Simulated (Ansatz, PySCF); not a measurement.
This triplet is an excited state, 0.62 eV above the relaxed singlet at the level B3LYP/cc-pVTZ // PBE0-D3(BJ)/def2-TZVP (Ansatz, an electronic-structure program).

Cartesian coordinates (Å):
```xyz
8

C     -1.4142     0.1576     0.2844
C     -0.2467    -0.3135    -0.2704
C      0.9692     0.3146    -0.2201
O      2.1437    -0.1291    -0.6543
H     -1.4415     1.0993     0.8176
H     -2.3338    -0.4028     0.1916
H     -0.2585    -1.2674    -0.8014
H      2.5818     0.5414    -1.1913
```
Charge 0, spin multiplicity 3.

Problem. What highest occupied spin orbital, total energy and dipole moment does PBE0-D3(BJ)/def2-TZVP run with PySCF 2.14.0 give?

Solution. 
highest occupied spin orbital: -5.27 eV
total energy: -191.6617 Ha
dipole moment: 1.57 D
